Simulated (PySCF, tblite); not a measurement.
Isomers of C7H7F3, one GFN2-xTB conformer each. Single-point energies are computed at PBE0/pcSseg-1 (PySCF, gas phase, no added dispersion term), electronic only.

| SMILES | GFN2-xTB relative energy (kJ/mol) |
| --- | --- |
| C=C(C)[C@]1(C(F)F)C=C1F | 217.3 |
| C[C@@]1(F)C=CC=C1C(F)F | 0.0 |
| C=C[C@@](F)(C#CC)C(F)F | 154.3 |

Conformers: `[CH2:1]=[C:2]([CH3:3])[C@:4]1([CH:5]([F:6])[F:7])[CH:8]=[C:9]1[F:10]` with C1–C2–C4–C5 13°, C2–C4–C5–F6 166°; `[CH3:1][C@@:2]1([F:3])[CH:4]=[CH:5][CH:6]=[C:7]1[CH:8]([F:9])[F:10]` with C6–C7–C8–F9 -12°; `[CH2:1]=[CH:2][C@@:3]([F:4])([C:5]#[C:6][CH3:7])[CH:8]([F:9])[F:10]` with C1–C2–C3–F4 -1°, C2–C3–C8–F9 -70°.

What does PBE0/pcSseg-1 give for the same structures?

```csv
SMILES,PBE0/pcSseg-1 E (Eh),PBE0/pcSseg-1 (kJ/mol),GFN2-xTB (kJ/mol),point group
C[C@@]1(F)C=CC=C1C(F)F,-569.78363,0.0,0.0,C1
C=C[C@@](F)(C#CC)C(F)F,-569.72666,149.6,154.3,C1
C=C(C)[C@]1(C(F)F)C=C1F,-569.70039,218.5,217.3,C1
```

Both levels put the same isomer lowest; measured from each level's own lowest isomer, the values differ by up to 4.7 kJ/mol (C=C[C@@](F)(C#CC)C(F)F: 154.3 against 149.6). As drawn, the highest has a three-membered ring and a quaternary carbon, which the lowest lacks.

Which frontier levels, dipoles and rotational constants go with these structures?

| SMILES | HOMO (eV, PBE0/pcSseg-1) | LUMO (eV) | dipole (D) | A, B, C (MHz) |
| --- | --- | --- | --- | --- |
| C[C@@]1(F)C=CC=C1C(F)F | -7.07 | -1.83 | 2.34 | 1992, 1116, 895.4 |
| C=C[C@@](F)(C#CC)C(F)F | -7.81 | -0.16 | 2.65 | 1737, 919.9, 742.1 |
| C=C(C)[C@]1(C(F)F)C=C1F | -7.43 | -0.22 | 2.05 | 1490, 1357, 824.4 |

What happens when harmonic zero-point energies from GFN2-xTB frequencies are added?

| SMILES | ZPE (kJ/mol) | electronic (kJ/mol) | with ZPE (kJ/mol) |
| --- | --- | --- | --- |
| C[C@@]1(F)C=CC=C1C(F)F | 320.2 | 0.0 | 0.0 |
| C=C[C@@](F)(C#CC)C(F)F | 310.6 | 149.6 | 140.0 |
| C=C(C)[C@]1(C(F)F)C=C1F | 314.3 | 218.5 | 212.6 |

The zero-point energies span 9.6 kJ/mol. The order is unchanged.
